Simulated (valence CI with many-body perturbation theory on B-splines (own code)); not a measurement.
**Rh23+ in brief**

Computed by valence CI with perturbative core correlation (CI+MBPT): four valence electrons over a frozen Dirac-Fock core [Ar], a basis of 7 s, 7 p, 8 d, 6 f, 4 g, 1 h functions for each j, with the one-electron correlation potential Σ1, the two-electron term Σ2, the three-electron term Σ3, Breit, model QED; selected CI, second order for the rest, scaled by the run's own slope (own B-spline code, finite nucleus).

No measured spectrum was set against this ion. As an estimate, terms of the open shell hold to 2 to 4 % of their energy, and close levels can change places. Only levels of the ground parity were solved; by the run's estimate the other parity begins above the list, which can be wrong where configurations are misplaced.

Names give the largest LS component (configuration and term), which can be under half, so a name can repeat, a term be missing and a line seem to break the LS rules; names also repeat where a configuration has a term twice.

Rates and lifetimes use the calculated energies. Strong lines usually hold to 10 to 20 %, long lifetimes can be off by a factor of two.

Task: What is the ground level?

Result: 3d4 5D_0, composition 67 % 3d4 5D + 30 % 3d4 3P + 3 % 3d4 1S.

Task: What is the ionisation energy?

Result: 1131.6 eV; NIST lists 1131 ± 4 eV (theoretical).

Task: How is the term 5D of the ground level split?

Result: J = 0 at 0.0, J = 1 at 19149, J = 2 at 35984, J = 3 at 49341, J = 4 at 58355 cm⁻¹.

Task: How well does LS coupling describe the low levels?

Result: Among the lowest 20 levels the leading LS term, summed over configurations, holds 66 % on average. For single configurations the figures are 66 % in LS and 66 % in jj coupling. Terms mix most in the J = 2 level at 178840 cm⁻¹, where the leading one holds 35 %.
